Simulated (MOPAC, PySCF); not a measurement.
C6H16O3Sn, SMILES `[CH](C)([Sn]([O]C)([O]C)[O]C)C`, neutral singlet in the gas phase. In the def2 sets core potentials replace the inner electrons of Sn.

Cartesian coordinates (Å):
SMILES: C[O][Sn]([O]C)([O]C)[CH](C)C
```xyz
26

C     -2.0228    -1.8413    -1.1840
O     -0.7301    -1.3256    -1.3299
Sn    -0.0349     0.0550    -0.0815
O     -0.7152    -0.2946     1.7415
C     -1.9960     0.1027     2.1498
O     -0.9670     1.7402    -0.5724
C     -1.2827     2.0422    -1.9021
C      2.1130     0.0118    -0.0521
C      2.6304     1.0298     0.9554
C      2.5724    -1.4134     0.2297
H     -2.1867    -2.3178    -0.1984
H     -2.1856    -2.6142    -1.9547
H     -2.8113    -1.0743    -1.3170
H     -1.9975     0.2274     3.2465
H     -2.3152     1.0607     1.7009
H     -2.7639    -0.6559     1.9025
H     -2.1048     2.7786    -1.9155
H     -0.4294     2.4938    -2.4456
H     -1.6149     1.1614    -2.4837
H      2.4118     0.3046    -1.0722
H      2.3166     2.0557     0.7092
H      2.2747     0.8050     1.9731
H      3.7336     1.0146     0.9785
H      2.2516    -1.7499     1.2283
H      2.1798    -2.1277    -0.5094
H      3.6743    -1.4690     0.2029
```
Charge 0, spin multiplicity 1.

All levels are single points at this geometry (PBE0-D3(BJ)/def2-SVP); Pople sets use spherical d functions. Orbital energies aren't observables, and empty levels follow the basis.

| level | HOMO (eV) | LUMO (eV) | gap (eV) | dipole (D) | vertical IE, Delta-SCF (eV) |
|---|---|---|---|---|---|
| CAM-B3LYP-D3(BJ)/def2-SVP in PySCF | -8.64 | 0.55 | 9.19 | 1.35 | 9.28 |
| PBE-D3(BJ)/def2-SVP in PySCF | -5.68 | -1.51 | 4.16 | 1.39 | – |
| PBE0-D3(BJ)/def2-SVP in PySCF | -7.27 | -0.54 | 6.73 | 1.38 | 8.89 |
| B3LYP/6-31G* (LANL2DZ on Sn) in PySCF | -6.90 | -0.48 | 6.43 | 1.41 | 8.73 |
| PBE/6-31G* (LANL2DZ on Sn) in PySCF | -5.55 | -1.25 | 4.31 | 1.41 | – |
| HF/6-31G* (LANL2DZ on Sn) in PySCF | -10.71 | 3.59 | 14.30 | 1.45 | – |
| AM1 in MOPAC | -9.45 | -0.61 | 8.84 | 1.62 | – |
| PM3 in MOPAC | -10.26 | -1.24 | 9.02 | 1.10 | – |
| PM6 in MOPAC | -9.83 | -0.32 | 9.51 | 1.07 | – |
